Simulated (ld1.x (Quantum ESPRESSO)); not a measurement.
## Mo: variants of one TM potential

Base potential:

| Item | Value |
| --- | --- |
| Element | Mo (Z = 42) |
| Generator | ld1.x (Quantum ESPRESSO) 7.5 |
| Type | norm-conserving Troullier–Martins (Kleinman–Bylander form) |
| Functional | BLYP |
| Relativity | non-relativistic |
| Frozen core | [Ar] 3d10 |
| Valence charge | 14 |
| Reference configuration | 4s2 4p6 4d5 5s0 5p0 (charge +1) |
| Partial waves | 4s (bound): rc 1.05 bohr; 4p (bound): rc 1.15 bohr; 4d (bound): rc 1.40 bohr; 4f channel at 0.3 Ry: rc 1.05 bohr |
| Local potential | all-electron potential smoothed inside 1.10 bohr (lloc = -1) |
| Core correction | none |

Cutoffs, loose and tight: the cutoffs (Ry, on a coarse ladder) from which the occupation-weighted sum of valence levels, in a spherical-Bessel basis at the reference potential, stays within 10 and 1 mRy of its value at 400 Ry. They do not see the model core or the augmentation charge, which bear on the density cutoff. Test errors are all-electron minus pseudo excitation energies from the reference, over the configurations 4s2 4p6 4d5 5s1 5p0; 4s2 4p6 4d4 5s0 5p0; 4s2 4p6 4d3 5s0 5p0; 4s2 4p6 4d4 5s1 5p1; 4s2 4p6 4d6 5s0 5p0; 4s2 4p6 4d2 5s0 5p0; 4s2 4p6 4d5.5 5s0.5 5p0. A dash means not determined; rows that change the core or the reference have their own tests. The largest error is taken over the tests solved by every variant that gives reliable tests at all: 4s2 4p6 4d2 5s0 5p0; 4s2 4p6 4d3 5s0 5p0; 4s2 4p6 4d4 5s0 5p0.

A true bound ghost makes a file unfit for plane-wave use even where its test errors are small: the radial tests pick states by their node count and pass the ghost by. Where a test does run into it, the solver fails or the error is huge.

| change | outcome | cutoff, loose | cutoff, tight | bound ghosts | largest test error (meV) |
| --- | --- | --- | --- | --- | --- |
| base | generated | 100 Ry | 180 Ry | s | +48 |
| all radii scaled by about 0.76 (s 0.80, p 0.88, d 1.06, f 0.80 bohr); local potential all-electron potential smoothed inside 0.84 bohr (lloc = -1) | generated | over 300 Ry | over 300 Ry | s | +61 |
| all radii scaled by about 0.82 (s 0.86, p 0.94, d 1.14, f 0.86 bohr); local potential all-electron potential smoothed inside 0.90 bohr (lloc = -1) | generated | 230 Ry | over 300 Ry | s | +48 |
| all radii scaled by about 1.05 (s 1.10, p 1.22, d 1.48, f 1.10 bohr); local potential all-electron potential smoothed inside 1.16 bohr (lloc = -1) | generated | 100 Ry | 180 Ry | s | +45 |
| all radii scaled by about 1.08 (s 1.14, p 1.24, d 1.52, f 1.14 bohr); local potential all-electron potential smoothed inside 1.20 bohr (lloc = -1) | generated | 100 Ry | 180 Ry | none | +43 |
| all radii scaled by about 1.18 (s 1.24, p 1.36, d 1.66, f 1.24 bohr); local potential all-electron potential smoothed inside 1.30 bohr (lloc = -1) | generated | 90 Ry | 160 Ry | none | +43 |

Task: What comes out with this change to the base: all radii scaled by about 1.39 (s 1.46, p 1.60, d 1.94, f 1.46 bohr); local potential all-electron potential smoothed inside 1.52 bohr (lloc = -1)?

Result: outcome: generated; cutoff, loose: 70 Ry; cutoff, tight: 110 Ry; bound ghosts: none; largest test error (meV): +54.

Task: What comes out with this change to the base: all radii scaled by about 1.33 (s 1.40, p 1.54, d 1.86, f 1.40 bohr); local potential all-electron potential smoothed inside 1.46 bohr (lloc = -1)?

Result: outcome: generated; cutoff, loose: 80 Ry; cutoff, tight: 120 Ry; bound ghosts: none; largest test error (meV): +48.

Task: What comes out with this change to the base: all radii scaled by about 1.26 (s 1.32, p 1.44, d 1.76, f 1.32 bohr); local potential all-electron potential smoothed inside 1.38 bohr (lloc = -1)?

Result: outcome: generated; cutoff, loose: 90 Ry; cutoff, tight: 140 Ry; bound ghosts: none; largest test error (meV): +46.

Reading the sweep of the scale of all radii (base = 1) (base included, trends over the rows without a ghost): The loose cutoff falls from 100 Ry at 1.08 to 70 Ry at 1.39. A larger radius leaves more room for a smooth pseudo-wave, so fewer plane waves are needed; a smaller one forces it to follow the all-electron wave where it bends sharply. The median size of the test errors (rows with all tests solved) stays near 45.6 meV. Bound ghosts are found at 0.76, 0.82, 1, 1.05.
